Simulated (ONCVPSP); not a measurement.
holmium (Ho): variants of one ONCV potential

Base potential:

- Element: Ho (Z = 67)
- Generator: ONCVPSP 4.0.1
- Type: optimised norm-conserving Vanderbilt (ONCV)
- Functional: PBE
- Relativity: scalar-relativistic
- Frozen core: [Kr] 4d10
- Valence charge: 21
- Reference configuration: 4f11 5s2 5p6 6s1.5 6p0.5
- Partial waves: 5s+6s: rc 2.35 bohr, ncon 3, nbas 7, qcut 4.3 1/bohr, 2 projectors; 5p+6p: rc 2.60 bohr, ncon 5, nbas 8, qcut 5.4 1/bohr, 2 projectors; d scattering state at 0.11 Ha: rc 2.70 bohr, ncon 3, nbas 6, qcut 3.1 1/bohr, 2 projectors, debl 2.4 Ha; 4f: rc 0.95 bohr, ncon 3, nbas 6, qcut 19.8 1/bohr, 1 projector
- Local potential: polynomial inside 0.90 bohr (lpopt 5, dvloc0 2 Ha)
- Core correction: Teter function, fcfact 2.25, rcfact 1.75

In the d channel the program set the typed energies aside and used 0.050, 2.450 Ha.

Cutoffs, loose and tight: the cutoffs (Ha) at which the residual kinetic energy of the hardest occupied pseudo-wave falls to 1 and 0.1 mHa per electron. They do not see the model core or the augmentation charge, which bear on the density cutoff. Test errors are all-electron minus pseudo excitation energies from the reference, over the configurations 4f11 5s2 5p6 6s2 6p0; 4f11 5s2 5p6 6s1 6p0; 4f11 5s2 5p6 6s0 6p0; 4f11 5s2 5p6 6s1.5 6p0. A dash means not determined; rows that change the core or the reference have their own tests.

A true bound ghost makes a file unfit for plane-wave use even where its test errors are small: the radial tests pick states by their node count and pass the ghost by.

| change | outcome | cutoff, loose | cutoff, tight | bound ghosts | GHOST(+) flags above zero | largest test error (meV) |
| --- | --- | --- | --- | --- | --- | --- |
| base | generated, projector energies reset by the program | 146 Ha | 164 Ha | s | p, d | tests left out (the all-electron energies of this program are off by 10 to 40 meV for near-neutral 4f atoms) |
| all radii but the core radius scaled by about 0.76 (s 1.80, p 1.98, d 2.06, f 0.72 bohr); local potential polynomial inside 0.68 bohr (lpopt 5, dvloc0 2 Ha) | generated, projector energies reset by the program | 185 Ha | 348 Ha | s, p, d | none | tests left out (the all-electron energies of this program are off by 10 to 40 meV for near-neutral 4f atoms) |
| all radii but the core radius scaled by about 0.85 (s 2.00, p 2.22, d 2.30, f 0.82 bohr); local potential polynomial inside 0.76 bohr (lpopt 5, dvloc0 2 Ha) | generated, projector energies reset by the program | 168 Ha | 187 Ha | s, p | d | tests left out (the all-electron energies of this program are off by 10 to 40 meV for near-neutral 4f atoms) |
| all radii but the core radius scaled by about 0.92 (s 2.16, p 2.38, d 2.48, f 0.88 bohr); local potential polynomial inside 0.82 bohr (lpopt 5, dvloc0 2 Ha) | generated, projector energies reset by the program | 163 Ha | 181 Ha | s, p | d | tests left out (the all-electron energies of this program are off by 10 to 40 meV for near-neutral 4f atoms) |
| all radii but the core radius scaled by about 0.97 (s 2.28, p 2.52, d 2.60, f 0.92 bohr); local potential polynomial inside 0.86 bohr (lpopt 5, dvloc0 2 Ha) | generated, projector energies reset by the program | 155 Ha | 173 Ha | s | p, d | tests left out (the all-electron energies of this program are off by 10 to 40 meV for near-neutral 4f atoms) |
| all radii but the core radius scaled by about 1.04 (s 2.44, p 2.70, d 2.80, f 0.98 bohr); local potential polynomial inside 0.94 bohr (lpopt 5, dvloc0 2 Ha) | generated, projector energies reset by the program | 138 Ha | 152 Ha | s | p, d | tests left out (the all-electron energies of this program are off by 10 to 40 meV for near-neutral 4f atoms) |
| all radii but the core radius scaled by about 1.09 (s 2.56, p 2.82, d 2.94, f 1.04 bohr); local potential polynomial inside 0.98 bohr (lpopt 5, dvloc0 2 Ha) | generated, projector energies reset by the program | 126 Ha | 139 Ha | s | p, d | tests left out (the all-electron energies of this program are off by 10 to 40 meV for near-neutral 4f atoms) |
| all radii but the core radius scaled by about 1.14 (s 2.68, p 2.96, d 3.08, f 1.08 bohr); local potential polynomial inside 1.02 bohr (lpopt 5, dvloc0 2 Ha) | generated, projector energies reset by the program | 119 Ha | 131 Ha | s | d | tests left out (the all-electron energies of this program are off by 10 to 40 meV for near-neutral 4f atoms) |
| all radii but the core radius scaled by about 1.21 (s 2.84, p 3.14, d 3.26, f 1.14 bohr); local potential polynomial inside 1.08 bohr (lpopt 5, dvloc0 2 Ha) | generated, projector energies reset by the program | 108 Ha | 119 Ha | s | d | tests left out (the all-electron energies of this program are off by 10 to 40 meV for near-neutral 4f atoms) |
| all radii but the core radius scaled by about 1.27 (s 3.00, p 3.30, d 3.44, f 1.20 bohr); local potential polynomial inside 1.14 bohr (lpopt 5, dvloc0 2 Ha) | generated, projector energies reset by the program | 99 Ha | 110 Ha | none | s, d | tests left out (the all-electron energies of this program are off by 10 to 40 meV for near-neutral 4f atoms) |
| all radii but the core radius scaled by about 1.33 (s 3.14, p 3.46, d 3.60, f 1.26 bohr); local potential polynomial inside 1.20 bohr (lpopt 5, dvloc0 2 Ha) | generated, projector energies reset by the program | 89 Ha | 98 Ha | none | s, p, d | tests left out (the all-electron energies of this program are off by 10 to 40 meV for near-neutral 4f atoms) |

Reading the sweep of the scale of all radii but the core radius (base = 1) (base included, trends over the rows without a ghost): Bound ghosts are found at 0.76, 0.85, 0.92, 0.97, 1, 1.04, 1.09, 1.14, 1.21.
